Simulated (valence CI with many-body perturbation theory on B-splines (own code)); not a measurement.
## Sensitivity of CI+MBPT for Zn X

Calculated by configuration interaction combined with many-body perturbation theory (CI+MBPT): three valence electrons over a frozen Dirac-Fock core [Ar], radial functions for each j: 6 s, 6 p, 5 d, 5 f, 1 g, with the one-electron correlation potential Σ1 (screened to all orders), the two-electron term Σ2, the three-electron term Σ3, Breit, model QED; selected single and double excitations, second order for the rest (own B-spline code, finite nucleus).

No measured levels were compared; by estimate terms of the open shell hold to 2 to 4 % of their energy, and close levels can change places. Only levels of the ground parity were solved; by the run's estimate the other parity begins above the list, which can be wrong where configurations are misplaced.

The reference run has the lowest level 3d3 4F_3/2 and an ionisation energy of 237.855 eV. Its largest variational space holds 2279 state functions.

Names give the largest LS component (configuration and term), which can be under half, so a name can repeat, a term be missing and a line seem to break the LS rules; names also repeat where a configuration has a term twice. Letters in brackets count levels of one name in rising energy.

Changed runs:
A. orbitals per symmetry with explicit Σ2 and valence Breit (the others get mean screening factors) 5 → 2; hole-hole ladder in Σ2 on → off
B. factor on the speed of light 1 → 100; QED terms on → off
C. highest l in the core sums 6 → 3
D. correlating orbitals by l 3 3 3 3 1 → 2 2 1 1 0; natural orbitals for correlation on → off (bad on purpose)

Excitation energies of the reference run in cm⁻¹, and shifts in cm⁻¹:

```
                 Level  Reference         A       B       C       D
            3d3 4F_5/2       1601       -12   -1601    +4.8     -10
            3d3 4F_7/2       3630       -13   -3629    +8.7     -12
            3d3 4F_9/2       5952      -0.6   -5951    +9.5    -4.5
            3d3 4P_1/2      28855     +1828   -1929    -342    +977
            3d3 4P_3/2      29119     +1920   -2195    -358   +1045
            3d3 2G_7/2      31417      +754   -2284     -55   +1379
            3d3 4P_5/2      31504     +1809   -4580    -335    +967
            3d3 2G_9/2      33115      +596   -3981     -29   +1370
        3d3 2D_3/2 [a]      40071     +3905            -579   +2241
            3d3 2P_1/2      41348     +3590   -3025    -590   +2152
            3d3 2H_9/2      43285      -590   -3303    +206   +1458
           3d3 2H_11/2      44208      -754   -4225    +227   +1458
Ionisation energy (eV)    237.855  -0.00043  +0.881  +0.648  -0.008
```

A blank means that the level has no clear partner in that run.
